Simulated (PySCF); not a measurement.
cyclohexasilane (H₁₂Si₆), SMILES [SiH2]1[SiH2][SiH2][SiH2][SiH2][SiH2]1. Geometry optimised at PBE-D3(BJ)/def2-SVP.

Computed equilibrium geometry at PBE-D3(BJ)/def2-SVP (PySCF confirms it by a frequency run) as Cartesian coordinates in Å, and its point group:
point group D3d.
```xyz
18

Si    -1.9159    -1.1062    -0.4045
Si    -1.9159     1.1062     0.4045
Si     0.0000     2.2123    -0.4045
Si     1.9159     1.1062     0.4045
Si     1.9159    -1.1062    -0.4045
Si     0.0000    -2.2123     0.4045
H     -1.8633    -1.0758    -1.9115
H     -3.1714    -1.8310     0.0116
H     -3.1714     1.8310    -0.0116
H     -1.8633     1.0758     1.9115
H      0.0000     2.1516    -1.9115
H      0.0000     3.6620     0.0116
H      3.1714     1.8310    -0.0116
H      1.8633     1.0758     1.9115
H      3.1714    -1.8310     0.0116
H      1.8633    -1.0758    -1.9115
H      0.0000    -2.1516     1.9115
H      0.0000    -3.6620    -0.0116
```
Charge 0, spin multiplicity 1.
